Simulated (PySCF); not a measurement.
AlFH₅NO₂Si, SMILES [OH][Al]([OH])[NH][SiH2]F.

Geometry: B3LYP-D3(BJ)/def2-SVP. The structure was generated by enumeration; whether it is a known compound was not checked. The values are those of a single conformer.

Computed with PySCF 2.14.0 with IEF-PCM-B3LYP/def2-SVP.

The values are the electrostatic part of the solvation free energy, E(continuum) − E(gas) at the gas-phase geometry, in a cavity of scaled van der Waals radii (PySCF's table); cavitation and dispersion terms are not included. A continuum can't describe solvent molecules that bind to the metal. In vacuum the orbital gap is 7.23 eV. The dipole moment in vacuum is 1.48 D.

Computed values in water (ε = 78.36), n-hexane (ε = 1.88), dimethylsulfoxide (ε = 46.83):
| solvent | ε | ΔG(elec) (kcal/mol) | dipole (D) | gap (eV) |
|---|---|---|---|---|
| water | 78.36 | -9.6 | 1.74 | 7.31 |
| n-hexane | 1.88 | -3.5 | 1.58 | 7.26 |
| dimethylsulfoxide | 46.83 | -9.4 | 1.74 | 7.31 |
